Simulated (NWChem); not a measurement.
Isomers of Si2H4OF2, each optimised at PBE0/def2-SVP with NWChem, gas phase unless a solvent is named. Flexible species stand in one conformer each, which need not be the lowest. 

A: O[SiH2][SiH](F)F
B: F[SiH2]O[SiH2]F
C: O[Si@@H](F)[SiH2]F

Q: Rank them by dipole (D), PBE0/def2-SVP, lowest first.

A: A (1.13), B (1.62), C (2.56)
